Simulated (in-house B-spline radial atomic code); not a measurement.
Ionising Sn XII (Sn11+) with different functionals

Computed with a B-spline radial code for spherical atoms: scalar-relativistic (spin-free X2C) Hamiltonian, Fermi nucleus of rms radius 4.6519 fm, spin-polarised at highest spin, spherical fractional occupations for the functionals, the average over the highest-spin determinants for Hartree-Fock. The ionisation energy is the difference of two self-consistent energies, [Kr] 4d3 → [Kr] 4d2, without Breit or QED terms; ε is the level of the shell that loses the electron (its least bound occupied spin orbital). There is no spin-orbit coupling in this Hamiltonian.

Hybrids are left out here: with spherical fractional occupations of an open shell their exact exchange keeps a self-interaction that integer-occupation calculations don't have.

```tsv
method	rung	ΔSCF (eV)	-ε(4d) (eV)
Hartree-Fock	Hartree-Fock	?	?
LDA VWN5	LDA	233.34	221.17
RPBE	GGA	233.31	221.16
BP86	GGA	233.33	221.17
PBE	GGA	?	?
```

Q: What does Hartree-Fock give?

A: ΔSCF 232.15 eV, and -ε(4d) = 232.97 eV.

Q: What does PBE give?

A: ΔSCF 233.31 eV, and -ε(4d) = 221.17 eV.

Q: Among the functionals, which spreads more, the ΔSCF values or the orbital energies?

A: The ΔSCF values: ΔSCF values span about 0.03 eV and the orbital energies 0.01 eV.

Q: How do they compare with the NIST value?

A: NIST lists 232 eV ± 2.5 (tabulated theory, ground level to ground level). Errors run from +0.15 to +1.34 eV; all lie within about twice that uncertainty, so the table can't rank the methods. Hartree-Fock also lacks correlation.
